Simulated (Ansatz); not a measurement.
Reaction (substitution at a C–O bond): `C=COCO` + `C[SiH2]N` → `C=CN[SiH2]C` + `OCO`

Program: Ansatz. Geometries: PBE0-D4/def2-TZVP. ΔE: electronic, gas phase. CCSD(T)/CBS is the MP2 limit (def2-TZVPP, def2-QZVPP) plus CCSD(T) − MP2 in def2-TZVPP, frozen cores. This one scheme is used for every species. Functionals use def2-TZVPP. B3LYP here is the variant with VWN-RPA as its local correlation; programs differ in this. One conformer a species, not always the lowest.

`C=COCO`:

Cartesian coordinates in Å:
```
C 0.098 -0.053 -1.740
C 0.845 0.506 -0.793
O 0.702 0.409 0.541
C -0.399 -0.346 1.006
O -0.392 -0.342 2.381
H 0.354 0.127 -2.775
H -0.755 -0.688 -1.540
H 1.697 1.132 -1.035
H -1.318 0.086 0.582
H -0.298 -1.387 0.684
H -0.534 0.558 2.688
```

`C[SiH2]N`:

Z-matrix (Å, degrees):
```
C
Si 1 1.871
H 1 1.093 2 111.2
H 1 1.094 2 110.5 3 119.8
H 1 1.093 2 111.2 3 -120.4
N 2 1.720 1 116.4 3 60.2
H 2 1.489 1 108.4 3 -179.4
H 2 1.489 1 108.4 3 -60.3
H 6 1.007 2 120.7 1 73.7
H 6 1.007 2 120.7 1 -73.5
```

`C=CN[SiH2]C`:

Cartesian coordinates in Å:
```
C -0.903 -0.975 2.564
C -0.960 -0.318 1.405
N 0.057 -0.184 0.481
Si 0.053 0.884 -0.883
C 1.159 0.183 -2.208
H -1.776 -1.035 3.198
H 0.002 -1.469 2.901
H -1.887 0.166 1.107
H 0.920 -0.633 0.752
H 0.523 2.259 -0.541
H -1.365 0.990 -1.320
H 0.805 -0.795 -2.539
H 2.184 0.074 -1.844
H 1.187 0.852 -3.072
```

`OCO`:

Z-matrix (Å, degrees):
```
C
O 1 1.397
O 1 1.396 2 112.9
H 1 1.095 2 105.2 3 -122.5
H 1 1.095 2 112.0 3 118.6
H 2 0.962 1 107.9 3 -61.7
H 3 0.962 1 107.9 2 -61.7
```

| level | ΔE (kJ/mol) | difference from CCSD(T)/CBS |
| --- | --- | --- |
| r2SCAN-D4 | -20.9 | 1.4 |
| PBE0-D4 | -25.0 | -2.7 |
| B3LYP-D4 | -24.0 | -1.7 |
| ωB97X-V | -20.3 | 2.0 |
| ωB97M-V | -20.4 | 1.9 |
| B2PLYP | -22.2 | 0.1 |
| PBE | -23.5 | -1.2 |
| PBE0 | -24.0 | -1.7 |
| HF/def2-TZVPP | -20.3 | 2.0 |
| MP2/def2-TZVPP | -24.2 | -1.9 |
| SCS-MP2/def2-TZVPP | -23.1 | -0.8 |
| CCSD/def2-TZVPP | -22.1 | 0.2 |
| HF/def2-QZVPP | -20.0 | 2.3 |
| SCS-MP2/def2-QZVPP | -23.5 | -1.2 |
| HF/CBS(def2) | -20.0 | 2.3 |
| MP2/CBS(def2) | -24.9 | -2.6 |
| CCSD(T)/CBS | -22.3 | 0 |

Largest T1 diagnostic among the species: 0.012.
